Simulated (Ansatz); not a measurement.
Relaxation of CH₅ClGe (8 atoms, charge 0, multiplicity 1), to a largest force component of 0.03 eV/Å in at most 50 steps.

Level of theory: Ansatz, RKS PBE0-D4/def2-SVP.

```xyz
8
Properties=species:S:1:pos:R:3
Ge 0.281 -0.040 0.045
C 0.911 -0.002 1.875
H 0.194 -0.189 2.691
H 1.708 -0.760 1.917
H 1.367 0.989 2.033
H 1.758 0.102 -0.331
Cl -0.842 1.718 -0.514
H -0.479 -1.271 -0.458
```

**Question.** Where does it end, and by what steps?

**Answer.** The forces met the threshold. After 5 steps the energy has fallen by 0.424 eV; H6 moved furthest, 0.55 Å.

```
step  energy less start (eV)  largest force component (eV/Å)  accepted
   0                  0.0000                           1.324       yes
   1                 -0.2538                           0.478       yes
   2                 -0.3653                           0.406       yes
   3                 -0.4182                           0.154       yes
   4                 -0.4227                           0.082       yes
   5                 -0.4237                           0.027       yes
```

```xyz
8
Properties=species:S:1:pos:R:3
Ge 0.450 -0.029 0.041
C 0.921 0.007 1.923
H 0.022 -0.131 2.540
H 1.634 -0.801 2.145
H 1.383 0.971 2.177
H 1.678 0.118 -0.874
Cl -0.824 1.687 -0.356
H -0.367 -1.276 -0.336
```

The run took 13 s on 2 threads of Arm Neoverse V2, on a shared host, peak memory 0.19 GiB.
